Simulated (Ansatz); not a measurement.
System: C5H11O (charge 0, doublet). It need not be the lowest isomer of its formula. SMILES: C[CH]CCCO
Structure (B3LYP-D3(BJ)/def2-TZVP (Ansatz, a program for electronic structure) minimum search):
```xyz
17

C      2.7969     0.1087     0.4924
C      1.9378    -0.3971    -0.6092
C      0.5948     0.1872    -0.8723
C     -0.4799    -0.2556     0.1441
C     -1.8403     0.3596    -0.1488
O     -2.8284     0.0151     0.8167
H      3.8371    -0.1988     0.3716
H      2.4717    -0.2608     1.4776
H      2.7671     1.2016     0.5517
H      2.1919    -1.3420    -1.0752
H      0.2577    -0.0822    -1.8778
H      0.6570     1.2824    -0.8423
H     -0.1758     0.0248     1.1554
H     -0.5618    -1.3481     0.1268
H     -2.1694     0.0794    -1.1583
H     -1.7739     1.4488    -0.1197
H     -2.9310    -0.9428     0.8195
```
Charge 0, spin multiplicity 2.

Computed values are from Ansatz. Correlated levels leave the core frozen unless marked. Open shells are spin-unrestricted. No spin-orbit coupling. Non-relativistic. CBS(X,Y): correlation extrapolated as X^-3; Hartree-Fock from the larger set. The bracket is a focal-point correction in the basis named.

Problem. What is the atomisation energy De at RI-MP2/CBS(cc-pVTZ,cc-pVQZ)+[CCSD(T)-MP2]/cc-pVTZ?

Solution. 6638.0 kJ/mol.

Problem. What is the total energy at RI-MP2/CBS(cc-pVTZ,cc-pVQZ)+[CCSD(T)-MP2]/cc-pVTZ?

Solution. -271.9889 Eh.

Problem. What is the dipole moment at CCSD(T)/aug-cc-pVDZ?

Solution. 1.56 D.

Problem. What is the T1 diagnostic at CCSD/cc-pVTZ?

Solution. 0.011.
